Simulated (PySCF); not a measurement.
3-fluoropenta-1,4-diyne (C5H3F), SMILES C#CC(F)C#C. Atoms are numbered in the order given.

```xyz
9

C      0.1369    -0.9438    -2.2270
C     -0.0914    -0.3199    -1.2166
C     -0.3991     0.4426     0.0000
F      0.2920     1.6465     0.0000
C     -0.0914    -0.3199     1.2166
C      0.1369    -0.9438     2.2270
H      0.3484    -1.5004    -3.1210
H     -1.4774     0.6917     0.0000
H      0.3484    -1.5004     3.1210
```

Geometry: B3LYP-D3(BJ)/def2-SVP.

All values below come from r2SCAN/def2-TZVP run with PySCF.

Atomic charges (e):

```
atom    IAO  Mulliken
----  -----  --------
C1    -0.20      0.01
C2    -0.04     -0.13
C3     0.17     -0.08
F4    -0.31     -0.21
C5    -0.04     -0.13
C6    -0.20      0.01
H7     0.21      0.20
H8     0.19      0.11
H9     0.21      0.20
```

Computed Mayer and Wiberg (Löwdin basis) orders of the bonds:
| bond | Mayer | Wiberg |
|---|---|---|
| C1–C2 | 2.71 | 2.94 |
| C2–C3 | 1.21 | 1.22 |
| C3–F4 | 1.10 | 1.60 |
| C3–C5 | 1.21 | 1.22 |
| C5–C6 | 2.71 | 2.94 |
| C1–H7 | 0.93 | 0.91 |
| C3–H8 | 0.98 | 0.78 |
| C6–H9 | 0.93 | 0.91 |
